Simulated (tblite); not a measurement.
Record of a relaxation.

Species: C₆H₁₄OSSi.
Bonds: C1–C2, C2–Si3, Si3–S4, S4–C5, C5–C6, C5–C7, C5–C8, C8–O9 (double). Hydrogens: H10, H11, H12 on C1; H13, H14 on C2; H15, H16 on Si3; H17, H18, H19 on C6; H20, H21, H22 on C7; H23 on C8.

Computed with GFN2-xTB (tblite), gas phase: L-BFGS steps from a force-field or distance-geometry start until the largest atomic force falls under 0.01 eV/Å. 5 of its 95 geometries are shown.

Step 0: E = -789.8658 eV, largest atomic force 1.651 eV/Å
```
atom  x, y, z in Å  |  force x, y, z in eV/Å
C1      4.141   -0.058    0.224   -0.424   0.290   0.084
C2      2.833   -0.812   -0.038    0.863  -0.956   0.302
Si3     1.282    0.176    0.165   -0.826   1.380   0.325
S4     -0.413   -1.101   -0.239    0.196  -0.190   0.161
C5     -1.921   -0.057   -0.147   -0.679   0.703  -0.229
C6     -1.977    0.923   -1.332    0.105   0.332   0.162
C7     -3.133   -0.989   -0.223   -0.465  -0.266   0.538
C8     -1.960    0.671    1.193    0.428   1.294  -0.115
O9     -1.853    1.878    1.332   -0.111  -1.620  -0.298
H10     4.989   -0.721    0.095    0.101  -0.050  -0.031
H11     4.168    0.339    1.244   -0.042  -0.089  -0.229
H12     4.242    0.782   -0.467    0.009  -0.133   0.112
H13     2.794   -1.670    0.666    0.044   0.289  -0.427
H14     2.877   -1.231   -1.046    0.009  -0.089   0.048
H15     1.242    1.308   -0.806   -0.007  -0.364   0.328
H16     1.137    0.677    1.564    0.017  -0.157  -0.496
H17    -1.924    0.408   -2.290    0.015  -0.142   0.192
H18    -1.163    1.655   -1.298   -0.066  -0.228   0.132
H19    -2.908    1.500   -1.306    0.109  -0.211   0.095
H20    -3.162   -1.550   -1.155    0.194   0.087   0.060
H21    -3.145   -1.706    0.612    0.199   0.178  -0.307
H22    -4.068   -0.418   -0.143    0.304   0.016  -0.099
H23    -2.080    0.024    2.088    0.028  -0.073  -0.309
```

Step 24: E = -790.0656 eV, largest atomic force 0.100 eV/Å
```
atom  x, y, z in Å  |  force x, y, z in eV/Å
C1      4.026   -0.060    0.228    0.041   0.017   0.003
C2      2.736   -0.831   -0.017    0.100  -0.008  -0.004
Si3     1.226    0.281    0.220    0.007   0.011  -0.024
S4     -0.413   -1.070   -0.157   -0.045   0.004   0.036
C5     -1.962   -0.029   -0.175    0.081  -0.023  -0.032
C6     -1.958    0.938   -1.341    0.014   0.017  -0.023
C7     -3.129   -1.004   -0.225    0.003   0.015   0.039
C8     -1.815    0.636    1.156   -0.024  -0.038   0.003
O9     -1.478    1.776    1.332    0.059  -0.019   0.008
H10     4.896   -0.700    0.093    0.002  -0.005   0.003
H11     4.052    0.343    1.238   -0.006  -0.029  -0.006
H12     4.110    0.776   -0.464   -0.006  -0.016  -0.003
H13     2.698   -1.694    0.651   -0.026   0.044   0.007
H14     2.745   -1.232   -1.031    0.004  -0.011  -0.007
H15     1.200    1.330   -0.793   -0.019   0.046  -0.015
H16     1.163    0.825    1.570   -0.064  -0.014   0.005
H17    -1.842    0.392   -2.273   -0.040   0.015  -0.039
H18    -1.149    1.657   -1.249    0.025  -0.010   0.053
H19    -2.893    1.496   -1.359   -0.040  -0.054  -0.021
H20    -3.093   -1.574   -1.151   -0.023   0.036   0.016
H21    -3.077   -1.703    0.606    0.015  -0.019   0.016
H22    -4.071   -0.464   -0.167   -0.016   0.024  -0.048
H23    -1.977   -0.060    2.001   -0.041   0.019   0.034
```

Step 47: E = -790.0874 eV, largest atomic force 0.053 eV/Å
```
atom  x, y, z in Å  |  force x, y, z in eV/Å
C1      4.043   -0.053    0.227    0.005   0.003   0.002
C2      2.742   -0.803   -0.020    0.008   0.002   0.001
Si3     1.219    0.304    0.198   -0.013  -0.008  -0.002
S4     -0.417   -1.080   -0.137    0.004   0.026   0.021
C5     -1.967   -0.043   -0.178    0.017   0.020   0.017
C6     -1.959    0.930   -1.341    0.006  -0.002  -0.003
C7     -3.147   -0.999   -0.224    0.013   0.002   0.003
C8     -1.789    0.602    1.158    0.016   0.037   0.018
O9     -1.238    1.658    1.350   -0.022  -0.047  -0.009
H10     4.898   -0.712    0.092    0.010   0.008  -0.001
H11     4.075    0.341    1.240   -0.013   0.008  -0.001
H12     4.146    0.782   -0.462   -0.012   0.000  -0.002
H13     2.686   -1.649    0.667   -0.016  -0.009  -0.018
H14     2.758   -1.225   -1.027   -0.009  -0.005   0.006
H15     1.161    1.353   -0.817    0.005  -0.016  -0.008
H16     1.126    0.834    1.551    0.009  -0.008   0.000
H17    -1.791    0.400   -2.275    0.010   0.000  -0.008
H18    -1.182    1.677   -1.205   -0.007   0.006   0.006
H19    -2.920    1.440   -1.394    0.002  -0.013   0.003
H20    -3.125   -1.572   -1.146   -0.001  -0.002  -0.008
H21    -3.104   -1.693    0.612   -0.017  -0.017  -0.004
H22    -4.082   -0.442   -0.175    0.008   0.005   0.002
H23    -2.138   -0.025    2.000   -0.005   0.010  -0.015
```

Step 70: E = -790.0911 eV, largest atomic force 0.025 eV/Å
```
atom  x, y, z in Å  |  force x, y, z in eV/Å
C1      4.030   -0.042    0.219   -0.001  -0.001   0.000
C2      2.743   -0.814   -0.036   -0.006   0.015   0.002
Si3     1.217    0.289    0.192    0.007  -0.003  -0.002
S4     -0.427   -1.095   -0.081    0.014  -0.004   0.004
C5     -1.963   -0.043   -0.159   -0.019   0.003  -0.003
C6     -1.934    0.923   -1.328    0.008   0.000   0.000
C7     -3.149   -0.991   -0.228   -0.002  -0.004  -0.001
C8     -1.800    0.608    1.176   -0.023  -0.004  -0.009
O9     -1.200    1.634    1.375    0.008   0.019  -0.005
H10     4.900   -0.685    0.097    0.003  -0.001  -0.003
H11     4.043    0.359    1.229    0.003  -0.005   0.004
H12     4.123    0.791   -0.473   -0.007  -0.005  -0.008
H13     2.695   -1.667    0.643   -0.007   0.013  -0.010
H14     2.764   -1.227   -1.046    0.001   0.006   0.014
H15     1.145    1.313   -0.847   -0.001  -0.010  -0.003
H16     1.155    0.844    1.537   -0.003  -0.009  -0.002
H17    -1.698    0.398   -2.250    0.014  -0.001   0.002
H18    -1.199    1.704   -1.156    0.006   0.008   0.003
H19    -2.913    1.389   -1.431    0.009   0.002   0.000
H20    -3.123   -1.541   -1.166   -0.013  -0.003   0.005
H21    -3.118   -1.708    0.589    0.001   0.006   0.003
H22    -4.080   -0.428   -0.173    0.007  -0.002   0.002
H23    -2.217    0.017    2.011    0.001  -0.023   0.008
```

Step 94: E = -790.0925 eV, largest atomic force 0.010 eV/Å
```
atom  x, y, z in Å  |  force x, y, z in eV/Å
C1      4.026   -0.037    0.209    0.001   0.003   0.001
C2      2.739   -0.812   -0.039   -0.002   0.000   0.001
Si3     1.211    0.284    0.191    0.000   0.004  -0.001
S4     -0.432   -1.107   -0.051   -0.006   0.003   0.000
C5     -1.962   -0.047   -0.154   -0.006  -0.003   0.003
C6     -1.906    0.919   -1.321    0.001  -0.004   0.005
C7     -3.157   -0.984   -0.230   -0.003  -0.003  -0.002
C8     -1.810    0.602    1.184    0.000  -0.003  -0.001
O9     -1.224    1.636    1.388    0.000   0.000   0.002
H10     4.897   -0.676    0.080    0.000  -0.002  -0.002
H11     4.043    0.362    1.220    0.008   0.002   0.006
H12     4.110    0.798   -0.482   -0.002   0.002  -0.006
H13     2.697   -1.665    0.640   -0.003  -0.003  -0.001
H14     2.757   -1.225   -1.049    0.003  -0.007   0.002
H15     1.130    1.289   -0.865    0.001   0.002  -0.001
H16     1.149    0.857    1.528    0.001  -0.002   0.001
H17    -1.613    0.400   -2.232   -0.002  -0.001   0.000
H18    -1.197    1.716   -1.115   -0.004   0.006  -0.001
H19    -2.889    1.362   -1.470    0.003  -0.001  -0.002
H20    -3.140   -1.531   -1.169    0.004   0.004  -0.005
H21    -3.133   -1.703    0.585    0.003   0.002   0.002
H22    -4.080   -0.410   -0.170   -0.001  -0.002  -0.005
H23    -2.220    0.000    2.015    0.004   0.002   0.003
```

Question: Summarise the path.

Answer: The energy falls by 5.23 kcal/mol from step 0 to step 94; nine tenths of that is first reached at step 28. It falls at every step. The largest force goes from 1.651 to 0.010 eV/Å. Among the bonds C2–Si3 changes most, from 1.851 to 1.895 Å; the atoms move by 0.198 Å rms after alignment.

What follows is the cost of the whole relaxation. Time: 1.6 s. Hardware: Arm Neoverse N1, one thread, shared host.
